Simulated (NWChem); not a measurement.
## Basis-set convergence for H3NSSi

```xyz
6

Si     0.1316    -0.9486     0.0000
N     -1.5765    -0.7017     0.0000
H     -2.2053    -1.5006     0.0000
H     -2.0886     0.1784     0.0000
S      0.7153     1.1633     0.0000
H      2.0416     0.9013     0.0000
```
Charge 0, spin multiplicity 1.

The numbers come from NWChem runs, not from measurements. All single points use one geometry, from B3LYP/def2-SVP, a minimum by its harmonic frequencies. It is one conformer; others weren't searched.

Quantity: vertical ionisation energy at the level ΔPBE (Δ: difference of total energies, the cation a doublet at the parent's geometry with its hole in an orbital of symmetry a' (Cs labels); it is the state that the SCF runs reached, from PBE0 orbitals for Hartree-Fock references, and need not be the lowest).

The structure started from a generated list of species. The stability of the SCF solutions was not checked.

Relative cost: rough, from shared machines, SCF included, pcseg-1 = 1.

In aug-cc-pVTZ the value is 8.74 eV. Among pcseg-1, pcseg-2, def2-TZVPP, which is the smallest basis within 0.1 eV of it?

pcseg-1, with 65 functions against 215 and about 2 % of the time (also within reach: pcseg-2, def2-TZVPP). aug-cc-pVTZ isn't the basis-set limit itself, and a small set can land close by cancellation.

```csv
basis,functions,vertical ionisation energy (eV),relative cost
pcseg-1,65,8.79,1
pcseg-2,140,8.76,4
def2-TZVPP,157,8.70,4
aug-cc-pVTZ,215,8.74,60
```
